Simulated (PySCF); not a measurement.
Functional benchmark on one molecule

Molecule: `Fc1ccncc1`, C₅H₄FN.

Geometry:
```
atom   x (Å)   y (Å)   z (Å)
  F1  -0.405   2.145   0.267
  C2  -0.273   0.839   0.085
  C3  -1.404   0.045  -0.049
  C4  -1.203  -1.321  -0.242
  N5  -0.003  -1.894  -0.303
  C6   1.061  -1.107  -0.171
  C7   0.993   0.272   0.026
  H8  -2.401   0.486  -0.002
  H9  -2.069  -1.983  -0.352
 H10   2.041  -1.597  -0.224
 H11   1.887   0.889   0.131
```

Geometry PBE0-D3(BJ)/def2-SVP throughout; GIAO in PySCF 2.14, gas phase, one conformer, non-relativistic; equivalent atoms averaged; basis pcSseg-1.

Reference values (estimated from measurements, as parent shift plus tabulated substituent increments; solution, not stated per compound (mostly CDCl3 or CCl4); Pretsch, Buehlmann, Badertscher, Structure Determination of Organic Compounds, 4th ed. (2009)): δ(C4/C6) = 152.5 ppm, δ(C3/C7) = 111.8 ppm, δ(C2) = 168.7 ppm, δ(H9/H10) = 8.52 ppm, δ(H8/H11) = 7.22 ppm. Computed shifts are taken against TMS, calculated as an isolated molecule at each level.

Problem. How do the functionals PBE, BLYP, OPBE, B97-D, B3LYP, PBE0, mPW1PW91, WP04 perform against the reference? Times are CPU seconds on shared hosts with different chips, so compare them loosely; the GGAs took longer than the global hybrids here, which isn't the general rule, and the cause wasn't traced.

Solution. 
```
functional           kind  C4/C6  C3/C7     C2  H9/H10  H8/H11  mean abs. error C  mean abs. error H  core-s
       PBE            GGA  155.0  114.1  174.8    8.65    6.78                3.6               0.29      19
      BLYP            GGA  155.7  114.5  176.5    8.53    6.67                4.6               0.28      17
      OPBE            GGA  148.8  109.4  166.5    8.73    6.84                2.8               0.30      18
     B97-D            GGA  150.7  110.3  170.2    8.54    6.69                1.6               0.27      18
     B3LYP  global hybrid  158.4  116.3  177.8    8.62    6.84                6.5               0.24      13
      PBE0  global hybrid  158.1  116.0  176.2    8.75    6.97                5.8               0.24      12
  mPW1PW91  global hybrid  158.2  116.0  176.2    8.73    6.96                5.8               0.24      14
      WP04  global hybrid  157.9  116.3  177.5    8.45    6.73                6.2               0.28      12
```

For ¹³C the closest is B97-D (1.6 ppm) and the furthest B3LYP (6.5 ppm).

For ¹H the closest is mPW1PW91 (0.24 ppm, with B3LYP, PBE0 practically level) and the furthest OPBE (0.30 ppm). One molecule is a small sample, and vibrational and solvent effects are absent from the calculation.
